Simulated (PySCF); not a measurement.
A calculated (LDA, PySCF 2.14, aug-cc-pV(5+d)Z, no relativity, point nucleus) atom or ion has these occupied shells.

| shell | electrons | orbital energy (eV) | rms radius, mean of both spins (bohr) |
| --- | --- | --- | --- |
| 1s α | 1 | -1500.3 | 0.140 |
| 1s β | 1 | -1500.3 | 0.140 |
| 2s α | 1 | -107.01 | 0.691 |
| 2s β | 1 | -106.95 | 0.691 |
| 2p α | 3 | -69.728 | 0.683 |
| 2p β | 3 | -69.644 | 0.683 |
| 3s α | 1 | -8.000 | 2.74 |
| 3s β | 1 | -7.419 | 2.74 |
| 3p α | 1 | -3.014 | 3.74 |

(1) Name the element and its charge.

Answers

(1) Al (aluminium, neutral), in [Ne] 3s2 3p1, 2P determinant.
